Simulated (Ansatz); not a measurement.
Basis sets compared for the cluster Ba2O2. The state is a singlet with charge 0. Geometry PBE0-D4/def2-TZVP. Ansatz on 4 threads of Arm Neoverse V1 on a shared host; times are rough, and most runs start from earlier orbitals.

Cartesian coordinates in Å:
```
Ba 0.908 1.472 0.036
Ba -0.908 -1.472 -0.036
O 0.899 -0.578 0.935
O -0.899 0.578 -0.935
```

In the def2 sets Ba takes a core potential; there is no spin–orbit coupling. The structure comes from a short search, and lower isomers may exist.

Binding counts from free atoms (Ba singlet, O triplet) in the same basis, without a counterpoise term.

| level | functions | energy (Eh) | HOMO (eV) | LUMO (eV) | binding per atom (eV) | wall time |
| --- | --- | --- | --- | --- | --- | --- |
| PBE-D4/def2-SVP | 88 | -201.3007 | -3.84 | -1.31 | 4.02 | 1.4 s |
| PBE-D4/def2-TZVP | 142 | -201.5386 | -3.74 | -1.28 | 3.98 | 1.7 s |
| r2SCAN-D4/def2-TZVP (with forces) | 142 | -201.5899 | -3.74 | -0.75 | 3.91 | 3.7 s |
| PBE0-D4/def2-SVP | 88 | -201.2318 | -4.96 | -0.75 | 3.68 | 1.4 s |
| PBE0-D4/def2-TZVP | 142 | -201.4720 | -4.86 | -0.72 | 3.69 | 1.8 s |

Q: Estimate the rows for PBE-D4/def2-TZVPD, r2SCAN-D4/def2-TZVPD, PBE0-D4/def2-TZVPD.

A: 
| level | functions | energy (Eh) | HOMO (eV) | LUMO (eV) | binding per atom (eV) | wall time |
| --- | --- | --- | --- | --- | --- | --- |
| PBE-D4/def2-TZVPD | 160 | -201.5425 | -3.76 | -1.26 | 4.00 | 2 s |
| r2SCAN-D4/def2-TZVPD | 160 | -201.5941 | -3.74 | -0.71 | 3.93 | 4.2 s |
| PBE0-D4/def2-TZVPD | 160 | -201.4764 | -4.86 | -0.70 | 3.71 | 2.3 s |
